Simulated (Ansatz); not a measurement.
Ir4. Total charge 0; singlet. Geometry relaxed at r2SCAN-D4/def2-SVP.

| atom | x (Å) | y (Å) | z (Å) |
| --- | --- | --- | --- |
| Ir1 | 0.5627 | -0.3997 | 1.0378 |
| Ir2 | -0.8812 | 1.4948 | 0.9688 |
| Ir3 | 1.2292 | -1.0490 | -1.1569 |
| Ir4 | -0.9107 | -0.0461 | -0.8497 |

In the def2 sets Ir takes a core potential; there is no spin–orbit coupling. The restricted singlet is unstable towards broken spin symmetry at other levels; at r2SCAN-D4/def2-SVP this wasn't settled. The relaxation made no stability test and no search for a lower SCF solution. The geometry of the singlet was relaxed on an unsound state (restricted singlet, unstable towards broken spin symmetry at other levels and untested here). At PBE0-D4/def2-TZVP a quintet of charge 0 lies 0.87 eV below the restricted singlet, each at its own geometry. That quintet is doubtful there (⟨S²⟩ 6.42, where a pure state has 6.00). The structure comes from a short search, and lower isomers may exist.

(1) Estimate the harmonic wavenumbers at RKS r2SCAN-D4/def2-SVP (Ansatz, unscaled). Is this a minimum?

## Answers

(1) 64, 126, 150, 213, 234, 274 cm⁻¹. Yes, no mode is imaginary beyond noise. Zero-point energy 6.3 kJ/mol. It took 54 s on 4 threads of Arm Neoverse V1 on a shared host.
